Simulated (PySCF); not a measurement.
**Static response to an electric field**

Compound: SnMe2, C2H6Sn.
Cartesian coordinates in Å at the PBE0-D3(BJ)/def2-SVP level; atoms count from 1:
```xyz
9
C2H6Sn angstrom
Sn     0.0033    0.0162   -1.5480
C      1.5920   -0.0134   -0.0184
H      1.4893   -0.9224    0.5992
H      1.4732    0.8507    0.6577
H      2.6030    0.0086   -0.4503
C     -1.5919    0.0121   -0.0248
H     -1.5055    0.9220    0.5943
H     -1.4624   -0.8506    0.6508
H     -2.6010   -0.0231   -0.4604
```

Level: CAM-B3LYP/def2-SVPD (PySCF), static field, nuclei fixed, core orbitals frozen in the response. The polarisability tensor in these axes (au):

```
x   83.78 -0.25  0.01
y   -0.25 59.03 -0.21
z    0.01 -0.21 79.00
```

**Question.** Give the principal values, the mean and the anisotropy Δα = √{½[(α1 − α2)² + (α2 − α3)² + (α1 − α3)²]}.

**Answer.** Principal values 59.02, 79.00 and 83.79 au; mean 73.94 au = 10.96 Å³ = 12.19 × 10⁻⁴⁰ C²·m²/J; Δα = 22.75 au (31 % of the mean).

**Question.** What is the dipole moment?

**Answer.** 0.09 D at this geometry.

**Question.** Rayleigh depolarisation ratio (linearly polarised light, static tensor)?

**Answer.** ρ = 3Δα²/(45ᾱ² + 4Δα²) = 1553.0/(245994 + 2070.6) = 0.00626.

**Question.** Refractivity n − 1 of an ideal gas of it at 298.15 K and 1 atm, from the electronic α?

**Answer.** N = p/kT = 2.4615 × 10¹⁹ cm⁻³, so n − 1 = 2π × N × 10.96 × 10⁻²⁴ cm³ = 1694 × 10⁻⁶ at long wavelengths, for an ideal gas.

**Question.** Estimate the molar refractivity from the static electronic polarisability.

**Answer.** Lorentz–Lorenz: R = (4π/3)N_A α = 2.5225 cm³/(mol·Å³) × 10.96 Å³ = 27.6 cm³/mol, in the limit of long wavelengths.

**Question.** In TDDFT the mean static polarisability is Σ f/ω² over all singlet excitations (ω in hartree). How much of it do the 10 lowest give? Their energies (eV) and oscillator strengths: 2.39, 0.0218; 3.73, 0.0000; 5.61, 0.2896; 5.68, 0.0012; 6.10, 0.3586; 6.92, 0.0132; 6.95, 0.2009; 7.32, 0.0194; 7.34, 0.0037; 7.43, 0.0037.

**Answer.** They add up to 20.45 au, 27.7 % of the 73.94 au; the largest single term is 7.13 au, from the state at 6.10 eV. Terms in order: 2.82, 0.00, 6.82, 0.03, 7.13, 0.20, 3.08, 0.27, 0.05, 0.05 au. Higher excitations give the rest. The strengths listed sum to 0.912.

Isolated species at its PBE0-D3(BJ)/def2-SVP geometry, gas phase. Atoms past krypton carry effective core potentials; spin–orbit coupling is left out.
